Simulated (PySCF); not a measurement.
Pd²³⁺: ionisation energy

Pd²³⁺ [Ar] 3d5 (6S) → Pd²⁴⁺ [Ar] 3d4 (5D), as a difference of total energies. Calculation: PySCF 2.14, in an even-tempered Gaussian basis (17 s from 2.5 bohr⁻², ratio 2.5; 11 p from 3.2 bohr⁻², ratio 2.5; 8 d from 3.2 bohr⁻², ratio 2.5; 4 f from 14 bohr⁻², ratio 2.7; 3 g from 21 bohr⁻², ratio 2.7); the non-relativistic Hamiltonian (point nucleus). Correlated levels: outer shells: [Ne] frozen; virtual orbitals above 40 to 60 times the deepest correlated orbital energy dropped. The calculations carry no spin-orbit coupling.

| method | ionisation energy (eV) |
| --- | --- |
| UHF | 1154.3 |
| LDA | 1153.4 |
| PBE | 1152.8 |
| PBE0 | 1153.6 |
| r2SCAN | 1154.0 |
| BLYP | 1152.5 |
| M06-L | 1154.9 |
| MP2 (outer shells) | 1154.8 |
| SCS-MP2 (outer shells) | 1154.3 |

A first-order spin-orbit estimate (lowest level to lowest level, LS coupling) adds -3.973 eV.

All relativistic terms are absent from these numbers, so their closeness to the reference says little about the methods.

For comparison: 1145 ± 4 eV (theoretical estimate listed by NIST; NIST Atomic Spectra Database, ionization energies).
